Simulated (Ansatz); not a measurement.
The same molecule with X = Ti, Zr, Hf. Ansatz, PBE0-D4/def2-TZVP geometries, multiplicity 1.

Elements past krypton have def2 core potentials. Scalar relativity is left out up to krypton.

```tsv
X	molecule	mean X–C bond length / Å	mean X–Cl bond length / Å	HOMO energy (ωB97M-V/def2-TZVPP) / eV	HOMO–LUMO gap (PBE0/def2-TZVPP) / eV	LUMO energy (B3LYP/def2-TZVPP) / eV
Ti	`[CH3][Ti]12345678([Cl])([C@H]9[C@@H]1[C@@H]2[C@@H]3[C@H]94)[C@H]1[C@@H]5[C@@H]6[C@@H]7[C@H]18`	2.363	2.313	-8.61	4.70	-2.11
Zr	`[CH3][Zr]12345678([Cl])([C@H]9[C@@H]1[C@@H]2[C@@H]3[C@H]94)[C@H]1[C@@H]5[C@@H]6[C@@H]7[C@H]18`	2.498	2.417	-8.91	5.49	-1.58
```

Question: Give the row for X = Hf, `[CH3][Hf]12345678([Cl])([C@H]9[C@@H]1[C@@H]2[C@@H]3[C@H]94)[C@H]1[C@@H]5[C@@H]6[C@@H]7[C@H]18`. (An estimate is asked.)

Answer: Computed: 
```
 X                                                                                         molecule  mean X–C bond length / Å  mean X–Cl bond length / Å  HOMO energy (ωB97M-V/def2-TZVPP) / eV  HOMO–LUMO gap (PBE0/def2-TZVPP) / eV  LUMO energy (B3LYP/def2-TZVPP) / eV
Hf  `[CH3][Hf]12345678([Cl])([C@H]9[C@@H]1[C@@H]2[C@@H]3[C@H]94)[C@H]1[C@@H]5[C@@H]6[C@@H]7[C@H]18`                     2.499                      2.410                                  -8.89                                  5.74                                -1.31
```

From Ti to Hf the mean X–C bond length rises at each step, by 0.136 Å in all; the mean X–Cl bond length isn't monotonic: highest at Zr, lowest at Ti; the HOMO energy (ωB97M-V/def2-TZVPP) isn't monotonic: highest at Ti, lowest at Zr; the HOMO–LUMO gap (PBE0/def2-TZVPP) rises at each step, by 1.04 eV in all; the LUMO energy (B3LYP/def2-TZVPP) rises at each step, by 0.80 eV in all.

B3LYP here is the variant with VWN-RPA as its local correlation; programs differ in this.

Positive LUMOs are unbound, so they and the gaps depend on the basis.
